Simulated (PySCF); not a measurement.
Deuteron quadrupole couplings in `CC#CC#C[SiH2]P[SiH2]C`

Compound: C6H11PSi2.
Geometry (GFN2-xTB, Å), atoms numbered from 1 in this order:
```
atom  x, y, z in Å
C1    -4.5504   -2.5580   -1.4279
C2    -3.6603   -1.5683   -0.8777
C3    -2.9115   -0.7391   -0.4172
C4    -2.0642    0.1877    0.0943
C5    -1.3083    1.0165    0.5609
Si6   -0.1098    2.2487    1.2110
P7     1.7088    2.1296   -0.0929
Si8    2.5555    0.1477    0.5013
C9     4.3242    0.0417   -0.1829
H10   -5.5864   -2.2866   -1.2223
H11   -4.3457   -3.5321   -0.9826
H12   -4.4107   -2.6273   -2.5073
H13    0.1634    1.9267    2.6199
H14   -0.6446    3.6095    1.0827
H15    2.5025    2.8767    0.7554
H16    1.6884   -0.8703   -0.0986
H17    2.5812   -0.0530    1.9589
H18    4.7725   -0.9205    0.0446
H19    4.3293    0.1663   -1.2625
H20    4.9609    0.8145    0.2399
```

Level: PBE0/pcSseg-1 (PySCF, non-relativistic); Q(2H) = 0.00286 b; rigid geometry, the same for H and D, with no vibrational averaging.

Question: Rank these positions by the coupling χzz of a deuteron there, largest first.
A. H20 (methyl hydrogen)
B. H10 (methyl hydrogen)
C. H14 (Si–H hydrogen)
D. H15 (P–H hydrogen)

Answer: A (217 kHz), B (206 kHz), D (147 kHz), C (106 kHz).

Question: What are Vzz, η and χzz (234.96 MHz × Q × Vzz) at all hydrogens?

Answer: 
```json
{"atom": "H10", "bonded to": "C1", "bond length (Å)": "1.090", "Vzz (au)": "0.3064", "η": "0.03", "χzz (kHz)": "206"}
{"atom": "H11", "bonded to": "C1", "bond length (Å)": "1.091", "Vzz (au)": "0.3063", "η": "0.03", "χzz (kHz)": "206"}
{"atom": "H12", "bonded to": "C1", "bond length (Å)": "1.091", "Vzz (au)": "0.3061", "η": "0.03", "χzz (kHz)": "206"}
{"atom": "H13", "bonded to": "Si6", "bond length (Å)": "1.471", "Vzz (au)": "0.1563", "η": "0.01", "χzz (kHz)": "105"}
{"atom": "H14", "bonded to": "Si6", "bond length (Å)": "1.468", "Vzz (au)": "0.1582", "η": "0.01", "χzz (kHz)": "106"}
{"atom": "H15", "bonded to": "P7", "bond length (Å)": "1.381", "Vzz (au)": "0.2193", "η": "0.08", "χzz (kHz)": "147"}
{"atom": "H16", "bonded to": "Si8", "bond length (Å)": "1.466", "Vzz (au)": "0.1608", "η": "0.01", "χzz (kHz)": "108"}
{"atom": "H17", "bonded to": "Si8", "bond length (Å)": "1.472", "Vzz (au)": "0.1570", "η": "0.01", "χzz (kHz)": "106"}
{"atom": "H18", "bonded to": "C9", "bond length (Å)": "1.086", "Vzz (au)": "0.3259", "η": "0.01", "χzz (kHz)": "219"}
{"atom": "H19", "bonded to": "C9", "bond length (Å)": "1.087", "Vzz (au)": "0.3221", "η": "0.01", "χzz (kHz)": "216"}
{"atom": "H20", "bonded to": "C9", "bond length (Å)": "1.087", "Vzz (au)": "0.3229", "η": "0.01", "χzz (kHz)": "217"}
```

Question: Average by the element that carries the hydrogen.

Answer: on C: 212 kHz over 6 positions, mean bond length 1.088 Å; on Si: 106 kHz over 4 positions, mean bond length 1.469 Å; on P: 147 kHz over 1 position, mean bond length 1.381 Å.

Geometry: GFN2-xTB, one conformer, isolated molecule. GFN2-xTB bond lengths can be off by several hundredths of an ångström, more for odd bonds, and the gradients follow them. The basis is small and wasn't made for field gradients, so the couplings can be 20 % off.
